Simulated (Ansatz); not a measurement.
`C[SiH2][SiH](O)F` → `C[SiH2]O` + `F[SiH]` at 600 K and 1 bar (silylene formation by 1,1-elimination).

Isolated molecules relaxed with PBE0-D4/def2-TZVP in Ansatz; ΔE leaves out vibrations. CCSD(T)/CBS is the MP2 limit (def2-TZVPP, def2-QZVPP) plus CCSD(T) − MP2 in def2-TZVPP, frozen cores. This one scheme is used for every species. One conformer a species, not always the lowest.

| species | CCSD(T)/CBS energy (Eh) | H − E (kJ/mol) | S (J/(mol·K)) |
| --- | --- | --- | --- |
| `C[SiH2][SiH](O)F` | -795.51430 | 284.2 | 490.1 |
| `C[SiH2]O` | -405.96945 | 226.2 | 370.0 |
| `F[SiH]` | -389.46371 | 45.2 | 268.7 |

H − E and S are ideal-gas, rigid-rotor, harmonic terms from PBE0-D4/def2-TZVP, for one conformer and one mirror image of each species. 1 Eh = 2625.50 kJ/mol, R = 8.31446 J/(mol·K).

By hand: ΔE, ΔH, ΔS and ΔG.

ΔE = (-405.96945) + (-389.46371) − (-795.51430) = 0.08114 Eh = 213.0 kJ/mol. Δ(H − E) = 226.2 + 45.2 − 284.2 = -12.8, so ΔH = 200.2 kJ/mol. ΔS = 370.0 + 268.7 − 490.1 = 148.6 J/(mol·K). ΔG = 200.2 − 600 × (148.6)/1000 = 111.0 kJ/mol.

By hand: the equilibrium constant, and the temperature at which ΔG would vanish if ΔH and ΔS stayed fixed.

log₁₀ K = −ΔG/(RT ln 10) = -9.7. ΔG = 0 at ΔH/ΔS = 1347 K.

The number of gas molecules changes by +1, which sets the sign of ΔS. A doubt of 5 kJ/mol in ΔE shifts log₁₀ K by 0.4 here. Other conformers and mirror images would add mixing entropy, several J/(mol·K) or more a flexible species. Modes under 60 cm⁻¹, often nearly free rotors, make the harmonic entropy too high. These are equilibria of isolated gas molecules and say nothing of rates. Largest T1 diagnostic: 0.015 (customary marks: 0.02 for closed shells, 0.045 for open ones).
